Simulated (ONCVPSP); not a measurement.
**Reading a pseudo-wave (Nb (Z = 41))**

Columns: radius, all-electron u(r) and pseudo u(r) of the 5p shell (level -1.70 eV) of niobium in the configuration [Kr] 4d4 5p1; revPBE, scalar-relativistic, ONCV scheme, ONCVPSP 4.0.1.

```json
{"r (bohr)": "0.208", "all-electron": "0.0496", "pseudo": "0.0021"}
{"r (bohr)": "0.415", "all-electron": "0.0789", "pseudo": "0.0085"}
{"r (bohr)": "0.622", "all-electron": "-0.0649", "pseudo": "0.0192"}
{"r (bohr)": "0.830", "all-electron": "-0.1645", "pseudo": "0.0346"}
{"r (bohr)": "1.038", "all-electron": "-0.1818", "pseudo": "0.0548"}
{"r (bohr)": "1.245", "all-electron": "-0.1399", "pseudo": "0.0800"}
{"r (bohr)": "1.453", "all-electron": "-0.0672", "pseudo": "0.1103"}
{"r (bohr)": "1.660", "all-electron": "0.0157", "pseudo": "0.1449"}
{"r (bohr)": "1.868", "all-electron": "0.0978", "pseudo": "0.1830"}
{"r (bohr)": "2.075", "all-electron": "0.1727", "pseudo": "0.2228"}
{"r (bohr)": "2.282", "all-electron": "0.2383", "pseudo": "0.2633"}
{"r (bohr)": "2.490", "all-electron": "0.2944", "pseudo": "0.3035"}
{"r (bohr)": "2.698", "all-electron": "0.3410", "pseudo": "0.3416"}
{"r (bohr)": "2.905", "all-electron": "0.3786", "pseudo": "0.3762"}
{"r (bohr)": "3.113", "all-electron": "0.4085", "pseudo": "0.4061"}
{"r (bohr)": "3.320", "all-electron": "0.4313", "pseudo": "0.4299"}
{"r (bohr)": "3.528", "all-electron": "0.4480", "pseudo": "0.4475"}
{"r (bohr)": "3.735", "all-electron": "0.4591", "pseudo": "0.4591"}
{"r (bohr)": "3.943", "all-electron": "0.4656", "pseudo": "0.4656"}
{"r (bohr)": "4.150", "all-electron": "0.4680", "pseudo": "0.4680"}
{"r (bohr)": "4.358", "all-electron": "0.4669", "pseudo": "0.4669"}
{"r (bohr)": "4.565", "all-electron": "0.4627", "pseudo": "0.4627"}
{"r (bohr)": "4.773", "all-electron": "0.4560", "pseudo": "0.4560"}
{"r (bohr)": "4.980", "all-electron": "0.4472", "pseudo": "0.4472"}
{"r (bohr)": "5.188", "all-electron": "0.4366", "pseudo": "0.4366"}
{"r (bohr)": "5.395", "all-electron": "0.4246", "pseudo": "0.4246"}
```

Q: How many radial nodes do the two functions have?

A: The all-electron 5p function has n − l − 1 = 3 (the table is too coarse to show those close to the nucleus); the pseudo-wave has 0, since the states of the same l below it are removed with the core.

Q: At about which radius was the pseudo-wave matched?

A: 4.00 bohr. The columns agree to 0.0005 from 3.73 bohr on; several derivatives are matched, so the curves merge somewhat inside the radius.

Q: Is the pseudo-wave norm-conserving?

A: Yes: the ONCV scheme keeps the norm inside the radius equal to the all-electron one, which fixes the energy derivative of the logarithmic derivative at the level.
